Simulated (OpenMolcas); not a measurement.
## d6 ions of charge +3 down a group with 6 bromide ligands in octahedral coordination

```yaml
Program: OpenMolcas
Method: CASSCF
Spin-orbit_coupling: RASSI with atomic mean-field integrals over the reference wave functions
```

The d shell is active. Anionic complexes are neutralised by point charges behind the ligands. Distances were set from a Shannon-type radius of the metal (high-spin where two are listed) plus a fixed donor radius (Br 1.91 Å). Ligand basis ANO-RCC-VDZP, DKH2 Hamiltonian. States (labels of O, the rotations of Oh). Energies in cm-1 above the lowest state or level, χT in cm3 K/mol; under a threefold ground state the first gap can be a small split of the lowest multiplet, not the spin-orbit step. Spin-only χT is S(S+1) / 2 for the spin of the ground state.

```
 Ion  Shell  R (Å)   Metal basis  Outer charge (e at Å behind ligand)  Ground state  First state of that spin  First gap with spin-orbit (degeneracies)  χT at 300 K  First state of another spin  Spin-only χT
Co3+    3d6   2.52  ANO-RCC-VDZP                           0.5 at 2.6           5T2                   5E 6748                              285.2 (3, 2)        4.219                    3T1 16315         3.000
Ir3+    5d6   2.59  ANO-RCC-VTZP                           0.5 at 2.4           1A1                 1T1 12666                               5543 (1, 2)        0.074                     3T1 7386         0.000
```

The rows also differ in their metal basis and outer charges, so part of each step comes from that.

Below the highest spin of the shell: Ir3+. χT departs most from the spin-only value for Co3+, by +1.219 cm3 K/mol.

Without dynamic correlation the repulsion within the d shell is too large (B by tens of per cent), so at a given field states of lower spin stand too high. Ligand-to-metal charge-transfer states are missing. With no ligand orbital active B as a rule stays too high, so bands that hang on it stand too high and its fall with covalency is understated. An orbital triplet at a regular site is open to Jahn-Teller coupling, which can distort the site and quench the lowest spin-orbit gaps and is left out (holds for Co3+). CASSCF with metal d orbitals alone favours high spin, so a ground state of lower spin is not ruled out (holds for Co3+). The least metal-like active orbital is 85 % on the metal (Löwdin) and no ligand orbital is active, so the numbers are rough (holds for Co3+). This ion would oxidise such ligands; the complex is a model and need not exist (holds for Co3+). With metal d orbitals alone and no dynamic correlation the field as a rule comes out too small, by tens of per cent, by up to half for chloride and softer ligands, and with too little covalency χT stands high (holds for Co3+). Spin-orbit coupling mixes the spin-free states strongly: the lowest level takes only 63 % from its leading state, 1A1 (holds for Ir3+). This shell can be high or low spin here, a state of another spin lies low, and with metal d orbitals alone active their balance is uncertain, so the ground spin may be wrong, although the usual error favours high spin (holds for Ir3+). The least metal-like active orbital is 69 % on the metal (Löwdin) and no ligand orbital is active, so the numbers are rough, and ground spin, moment and any spin crossover can be artefacts of this space; highly charged d ions in such sites are as a rule low spin (holds for Ir3+). With metal d orbitals alone the field can be off either way by tens of per cent (holds for Ir3+). No measured value stands beside these numbers; the geometry is a model, was not optimised and need not be the one that this ion takes.
